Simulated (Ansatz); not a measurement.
`CCNC` and `BN(C)CC` differ in one atom or group.

Ansatz, PBE0-D4/def2-TZVP geometries, multiplicity 1. Each molecule was computed in one conformer, which needn't be the lowest.

```
                                        property  `CCNC`
             HOMO energy (B3LYP/def2-TZVPP) / eV   -6.16
           HOMO–LUMO gap (B3LYP/def2-TZVPP) / eV    7.04
           HOMO energy (ωB97M-V/def2-TZVPP) / eV   -8.75
size of the dipole moment (B3LYP/def2-TZVPP) / D    0.87
               HOMO energy (PBE/def2-TZVPP) / eV   -4.95
              LUMO energy (PBE0/def2-TZVPP) / eV    1.23
```

Question: Give the same properties after the change, and the shifts. (Estimate.)

Answer: Computed: 
| property | `BN(C)CC` | shift |
| --- | --- | --- |
| HOMO energy (B3LYP/def2-TZVPP) / eV | -7.18 | -1.02 |
| HOMO–LUMO gap (B3LYP/def2-TZVPP) / eV | 7.15 | 0.11 |
| HOMO energy (ωB97M-V/def2-TZVPP) / eV | -9.71 | -0.96 |
| size of the dipole moment (B3LYP/def2-TZVPP) / D | 1.98 | 1.11 |
| HOMO energy (PBE/def2-TZVPP) / eV | -6.18 | -1.23 |
| LUMO energy (PBE0/def2-TZVPP) / eV | 0.21 | -1.02 |

The zero-point energy changes by 33.2 kJ/mol with +6 modes. Dipoles are sizes alone; their direction can turn.

B3LYP here is the variant with VWN-RPA as its local correlation; programs differ in this.
